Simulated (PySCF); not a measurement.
SMILES O[Si](O[Si](C)(O)O)(O)C, GFN2-xTB optimised geometry.

```
19

Si     1.23    -0.29    -0.38
C      0.92    -2.15    -0.25
O      1.69     0.02    -1.91
O      2.42     0.29     0.58
O     -0.11     0.55     0.00
Si    -1.74     0.55     0.00
C     -2.42    -0.48    -1.44
O     -2.20     2.11     0.00
O     -2.32    -0.09     1.38
H      0.28    -2.38     0.60
H      0.43    -2.52    -1.14
H      1.85    -2.70    -0.13
H      2.26     0.77    -2.07
H      2.26     0.34     1.52
H     -2.42    -1.54    -1.18
H     -3.43    -0.20    -1.68
H     -1.80    -0.36    -2.32
H     -1.83     2.70    -0.65
H     -2.44     0.48     2.13
```

Density from B3LYP/def2-SVP (PySCF) at that geometry.

Minimum of the electron density along straight lines between bonded atoms, close to the bond critical point (lines longer than 1.1 times the sum of covalent radii, or with two minima, are not listed):

| bond | length / Å | ρ at the minimum / e bohr⁻³ | ∇²ρ there / e bohr⁻⁵ | position (fraction from the first atom) |
|---|---|---|---|---|
| Si1–C2 | 1.889 | 0.117 | 0.32 | 0.38 |
| Si1–O3 | 1.623 | 0.132 | 1.11 | 0.41 |
| Si1–O4 | 1.633 | 0.129 | 1.06 | 0.41 |
| Si1–O5 | 1.629 | 0.125 | 1.05 | 0.41 |
| O5–Si6 | 1.629 | 0.125 | 1.05 | 0.59 |
| Si6–C7 | 1.889 | 0.117 | 0.32 | 0.38 |
| Si6–O8 | 1.633 | 0.129 | 1.06 | 0.41 |
| Si6–O9 | 1.622 | 0.132 | 1.11 | 0.41 |
| C2–H10 | 1.086 | 0.273 | -0.97 | 0.62 |
| C2–H11 | 1.084 | 0.273 | -0.98 | 0.63 |
| C2–H12 | 1.085 | 0.273 | -0.98 | 0.62 |
| O3–H13 | 0.954 | 0.354 | -2.41 | 0.82 |
| O4–H14 | 0.953 | 0.357 | -2.41 | 0.82 |
| C7–H15 | 1.084 | 0.273 | -0.98 | 0.63 |
| C7–H16 | 1.085 | 0.273 | -0.98 | 0.62 |
| C7–H17 | 1.086 | 0.273 | -0.97 | 0.62 |
| O8–H18 | 0.953 | 0.357 | -2.41 | 0.82 |
| O9–H19 | 0.954 | 0.354 | -2.41 | 0.82 |
